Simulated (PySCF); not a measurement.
A GIAO shielding run with PySCF 2.14 (density fitting, non-relativistic, gas phase) on `[SiH3]PBCl`, BClH5PSi:

```
$ OMP_NUM_THREADS=1 python probes_run.py task.json out

{"job": {"kind": "nmr", "xc": "B3LYP", "basis": "pcSseg-2", "pop": false}, "charge": 0, "multiplicity": 1}
Si    -1.037118     0.112060    -0.268869
P      0.834202     1.345935    -0.030802
B      2.017828    -0.014493     0.509714
Cl     3.586135    -0.244706    -0.230690
H     -2.080380     0.977895    -0.892347
H     -0.854681    -1.111201    -1.106164
H     -1.456452    -0.285094     1.106327
H      1.213672     1.534667    -1.389607
H      1.739137    -0.703141     1.459941
```

Hardware: 1 thread of an Arm Neoverse V2, shared host.

(1) How large is the calculation?

(2) How long does it take, and how much memory does it need?

(3) And these other runs on the same molecule and hardware: GIAO shielding at B97-D/pcSseg-2; GIAO shielding at BLYP/pcSseg-2; GIAO shielding at BP86/pcSseg-2; GIAO shielding at HF/pcSseg-2; GIAO shielding at KT2/pcSseg-2; GIAO shielding at KT3/pcSseg-2?

Answers

(1) 56 electrons, 235 basis functions and 740 auxiliary functions.

(2) 17 s of wall time, with 12 SCF cycles and 5 response iterations; peak memory 1 GiB. Times on a shared host scatter by some tens of per cent.

(3) B97-D/pcSseg-2: 235 functions, 22 s; BLYP/pcSseg-2: 235 functions, 23 s; BP86/pcSseg-2: 235 functions, 22 s; HF/pcSseg-2: 235 functions, 12 s; KT2/pcSseg-2: 235 functions, 24 s; KT3/pcSseg-2: 235 functions, 24 s.
